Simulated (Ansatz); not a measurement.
Ansatz (a program for electronic structure) input (PBE0/def2-TZVPD):

Ansatz 0.2 input:
```yaml
crystal:
  periodic: [false, false, false]
  atoms:
    - {symbol: C, position_ang: [3.34561155, -0.19157728, 0.12173488]}
    - {symbol: C, position_ang: [2.41693770, 0.51369666, -0.25180596]}
    - {symbol: C, position_ang: [1.34239486, 1.27575775, -0.64428846]}
    - {symbol: Sn, position_ang: [-0.51415048, -0.08142308, 0.03968715]}
    - {symbol: O, position_ang: [0.16892533, -1.15324996, 1.49565981]}
    - {symbol: O, position_ang: [-1.76396415, 1.30195672, 0.54988895]}
    - {symbol: O, position_ang: [-0.88840050, -0.99009928, -1.62461225]}
    - {symbol: H, position_ang: [4.16439523, -0.79680074, 0.44517050]}
    - {symbol: H, position_ang: [1.10006955, 1.30397469, -1.70562679]}
    - {symbol: H, position_ang: [1.10950493, 2.16803972, -0.06565925]}
    - {symbol: H, position_ang: [-0.26493199, -1.01086026, 2.34928861]}
    - {symbol: H, position_ang: [-2.46231145, 1.49054873, -0.09416499]}
    - {symbol: H, position_ang: [-0.70135200, -1.93987065, -1.63470030]}
basis:
  gaussian:
    orbitals: def2-TZVPD
hamiltonian:
  xc: {name: PBE0}
total_charge: 1
magnetization: {spin_polarized: true, initial_magnetization: 1}
output: {forces: true}
```

Output:

```
Functional definition: PBE0
integrals: 0.42 GiB planned
1868 factors; their error is unknown
0.45 GiB of the device are held for the grids
2.56 GiB of device memory are held for the factors and their scratch space
mean field: 3.29 GiB planned
mean field evaluation 1: about -15139.5924 eV, gradient 8.8e1 eV
mean field evaluation 2: about -15083.5970 eV, gradient 1.4e2 eV
mean field evaluation 4: about -15165.4263 eV, gradient 8.1e0 eV
mean field evaluation 8: about -15165.7750 eV, gradient 1.9e-1 eV
mean field evaluation 16: about -15165.8516 eV, gradient 8.6e-3 eV
mean field -15165.85164172 eV, -557.3347680498 hartree, gradient 7.3e-5 eV, S^2 0.764900; 2 other end points of the search recorded, 0 dependent functions left out
the calculation of the forces begins
reference -15165.85169676 eV, -557.3347700726 hartree; 35, 34 occupied and 306, 307 virtual orbitals, 1868 factors
Total energy: -15165.85169676 eV, -557.3347700726 hartree
Atom 0 at     3.345612    -0.191577     0.121735 Å, force     0.075924    -0.051085     0.025942 eV/Å
Atom 1 at     2.416938     0.513697    -0.251806 Å, force    -0.280829     0.153950    -0.076968 eV/Å
Atom 2 at     1.342395     1.275758    -0.644288 Å, force     0.027979    -0.161531     0.083148 eV/Å
Atom 3 at    -0.514150    -0.081423     0.039687 Å, force    -0.068584    -0.054767     0.024064 eV/Å
Atom 4 at     0.168925    -1.153250     1.495660 Å, force    -0.156330     0.188401    -0.153027 eV/Å
Atom 5 at    -1.763964     1.301957     0.549889 Å, force     0.148919    -0.207049    -0.152463 eV/Å
Atom 6 at    -0.888401    -0.990099    -1.624612 Å, force     0.081805     0.062367     0.270451 eV/Å
Atom 7 at     4.164395    -0.796801     0.445171 Å, force     0.071026    -0.048076     0.024489 eV/Å
Atom 8 at     1.100070     1.303975    -1.705627 Å, force    -0.017457    -0.021991    -0.075965 eV/Å
Atom 9 at     1.109505     2.168040    -0.065659 Å, force    -0.017227     0.050726     0.058598 eV/Å
Atom 10 at    -0.264932    -1.010860     2.349289 Å, force     0.039713     0.004289    -0.121427 eV/Å
Atom 11 at    -2.462311     1.490549    -0.094165 Å, force     0.106346    -0.041891     0.064995 eV/Å
Atom 12 at    -0.701352    -1.939871    -1.634700 Å, force    -0.011286     0.126656     0.028164 eV/Å
Dipole moment:     0.783898     0.080381    -0.060325 e Å
```
